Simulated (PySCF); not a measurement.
H₂O₂, charge +1, doublet, geometry from GFN2-xTB (a state made from the parent by changing its charge; the spin is typed, not shown lowest); DF-HF/6-31+G* (PySCF).

PySCF was given this input:
```python
from pyscf import gto, scf

mol = gto.Mole()
mol.atom = '''
    O    -0.59065691   -0.01900468    0.25930853
    O     0.59065691    0.01900468   -0.25930853
    H    -1.28947104   -0.03417302   -0.46351846
    H     1.28947104    0.03417302    0.46351846
'''
mol.basis = '6-31+g*'
mol.charge = 1
mol.spin = 1
mol.verbose = 4
mol.build()

mf = scf.UHF(mol)
mf = mf.density_fit(auxbasis='def2-universal-jkfit')
mf.kernel()
mf.analyze()
```

Output, abridged:

```
PySCF version 2.14.0

[INPUT] verbose = 4
[INPUT] num. atoms = 4
[INPUT] num. electrons = 17
[INPUT] charge = 1
[INPUT] spin (= nelec alpha-beta = 2S) = 1
[INPUT] symmetry False subgroup None
[INPUT] Mole.unit = angstrom
[INPUT] Symbol           X                Y                Z      unit          X                Y                Z       unit  Magmom
[...]
nuclear repulsion = 39.3281861519448
number of shells = 20
number of NR pGTOs = 70
number of NR cGTOs = 40
basis = 6-31+g*
ecp = {}

******** <class 'pyscf.df.df_jk.DFUHF'> ********
method = DFUHF
initial guess = minao
damping factor = 0
level_shift factor = 0
DIIS = <class 'pyscf.scf.diis.CDIIS'>
diis_start_cycle = 1
diis_space = 8
diis_damp = 0
SCF conv_tol = 1e-09
SCF conv_tol_grad = None
SCF max_cycles = 50
direct_scf = False
number electrons alpha = 9  beta = 8
Set gradient conv threshold to 3.16228e-05
******** <class 'pyscf.df.df.DF'> ********
auxbasis = def2-universal-jkfit
init E= -150.894764989493

cycle= 1 E= -150.324268606106  delta_E= 0.57  |g|= 0.404  |ddm|= 1.27
cycle= 2 E= -150.396326720667  delta_E= -0.0721  |g|= 0.154  |ddm|= 0.371
cycle= 3 E= -150.405612439452  delta_E= -0.00929  |g|= 0.0331  |ddm|= 0.109
cycle= 4 E= -150.406534168068  delta_E= -0.000922  |g|= 0.0109  |ddm|= 0.0384
cycle= 5 E= -150.406668031635  delta_E= -0.000134  |g|= 0.00373  |ddm|= 0.0166
cycle= 6 E= -150.406688232602  delta_E= -2.02e-05  |g|= 0.00138  |ddm|= 0.00744
cycle= 7 E= -150.406691815283  delta_E= -3.58e-06  |g|= 0.000423  |ddm|= 0.00349
cycle= 8 E= -150.40669216365  delta_E= -3.48e-07  |g|= 7.77e-05  |ddm|= 0.0013
cycle= 9 E= -150.406692171903  delta_E= -8.25e-09  |g|= 1.74e-05  |ddm|= 0.000194
cycle= 10 E= -150.406692172252  delta_E= -3.48e-10  |g|= 3.1e-06  |ddm|= 3.74e-05
Extra cycle  E= -150.406692172259  delta_E= -7.65e-12  |g|= 1.4e-06  |ddm|= 3.93e-06
converged SCF energy = -150.406692172259  <S^2> = 0.7700629  2S+1 = 2.0199633
**** SCF Summaries ****
Total Energy =                        -150.406692172259227
Nuclear Repulsion Energy =              39.328186151944784
One-electron Energy =                 -278.799083895837782
Two-electron Energy =                   89.064205571633778
Two-electron Coulomb Energy =          105.778643795447920
DFT Exchange-Correlation Energy =      -16.714438223814142
**** MO energy ****
                             alpha | beta                alpha | beta
[...]
To work with the spin densities directly, `use mulliken_meta_spin()` only printing them here.

 ** Mulliken spin pop alpha/beta on meta-lowdin orthogonal AOs **
 ** Mulliken Spin Density (per AO)  **
spin_pop of  0 O 1s       -0.00000
spin_pop of  0 O 2s        0.02404
spin_pop of  0 O 3s        0.00003
spin_pop of  0 O 4s       -0.00021
spin_pop of  0 O 2px       0.00241
spin_pop of  0 O 2py       0.49580
spin_pop of  0 O 2pz       0.00249
spin_pop of  0 O 3px       0.00050
spin_pop of  0 O 3py       0.00590
spin_pop of  0 O 3pz       0.00103
spin_pop of  0 O 4px      -0.00009
spin_pop of  0 O 4py      -0.00067
spin_pop of  0 O 4pz      -0.00032
spin_pop of  0 O 3dxy     -0.00116
spin_pop of  0 O 3dyz     -0.00031
spin_pop of  0 O 3dz^2     0.00007
spin_pop of  0 O 3dxz     -0.00003
spin_pop of  0 O 3dx2-y2   -0.00032
spin_pop of  1 O 1s       -0.00000
spin_pop of  1 O 2s        0.02404
spin_pop of  1 O 3s        0.00003
spin_pop of  1 O 4s       -0.00021
spin_pop of  1 O 2px       0.00241
spin_pop of  1 O 2py       0.49580
spin_pop of  1 O 2pz       0.00249
spin_pop of  1 O 3px       0.00050
spin_pop of  1 O 3py       0.00590
spin_pop of  1 O 3pz       0.00103
spin_pop of  1 O 4px      -0.00009
spin_pop of  1 O 4py      -0.00067
spin_pop of  1 O 4pz      -0.00032
spin_pop of  1 O 3dxy     -0.00116
spin_pop of  1 O 3dyz     -0.00031
spin_pop of  1 O 3dz^2     0.00007
spin_pop of  1 O 3dxz     -0.00003
spin_pop of  1 O 3dx2-y2   -0.00032
spin_pop of  2 H 1s       -0.02863
spin_pop of  2 H 2s       -0.00052
spin_pop of  3 H 1s       -0.02863
spin_pop of  3 H 2s       -0.00052
 ** Mulliken Spin Density (per atom)  **
spin density of  0 O =      0.52916
spin density of  1 O =      0.52916
spin density of  2 H =     -0.02916
spin density of  3 H =     -0.02916
 ** Mulliken pop alpha/beta on meta-lowdin orthogonal AOs **
 ** Mulliken pop       alpha | beta **
[...]
In total             9.00000 | 8.00000
 ** Mulliken atomic charges   ( Nelec_alpha | Nelec_beta ) **
charge of  0O =      0.03633  (     4.24641      3.71726 )
charge of  1O =      0.03633  (     4.24641      3.71726 )
charge of  2H =      0.46367  (     0.25359      0.28274 )
charge of  3H =      0.46367  (     0.25359      0.28274 )

WARN: System has nonzero charge 1; the dipole moment is origin-dependent.
Location of origin: [0. 0. 0.]

Dipole moment(X, Y, Z, Debye): -0.00000, -0.00000,  0.00000
```
